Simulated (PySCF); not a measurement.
C2H5O (SMILES [CH2-]OC), charge -1, singlet, at a GFN2-xTB geometry (in this run its highest filled SCF level lies above zero, so its values depend strongly on the basis, on diffuse functions most of all). Base run: PySCF with PBE/STO-3G.

PySCF was given this input:
```python
from pyscf import gto, scf, dft

mol = gto.M(
    atom='''
C    -0.013871    1.320489   -0.146855
O     0.004805    0.046585    0.605497
C     0.008858   -1.084735   -0.171908
H     0.869930    1.249540   -0.874278
H    -0.908638    1.232572   -0.858857
H     0.023019   -1.982658    0.473271
H    -0.886524   -1.151821   -0.828048
H     0.893847   -1.134836   -0.843484
''',
    basis='sto-3g',
    charge=-1,
    spin=0,
    verbose=4,
)

mf = dft.RKS(mol)
mf.xc = 'pbe'
mf.kernel()
mo_i, mo_e, stable_i, stable_e = mf.stability(internal=True, external=True, return_status=True, nroots=6, tol=1e-6)
print('internally stable:', stable_i, ' externally stable:', stable_e)
if not stable_e:
    umf = mf.to_uhf() if not hasattr(mf, 'xc') else mf.to_uks()
    umf.scf_summary = {}
    umf.kernel(umf.make_rdm1(mo_e, umf.mo_occ))
```

The bond that is stretched is that between atoms 5 and 1. A test that says stable can miss a lower solution.

Each row names what was changed in the base input (with any setting that the change needs).

```
change       ΔE vs base (eV)  <S^2>  HOMO-LUMO gap (eV)   stability test says        outcome
-----------  ---------------  -----  ------------------  --------------------  -------------
base                    0.00  0.000                6.14                stable      converged
bond × 1.25             0.62  0.000                5.94                stable      converged
bond × 1.5              1.66  0.000                3.91                stable      converged
bond × 1.8              2.79  0.000                2.60                stable      converged
bond × 2.2              3.85  0.000                1.70  external instability      converged
bond × 3.0                 -      -                   -                     -  not converged
```

Where a bond breaks into two radicals, a solution with restricted orbitals usually stops being the lowest and lies too high; an unrestricted one lies lower at the price of spin contamination, which <S^2> shows.
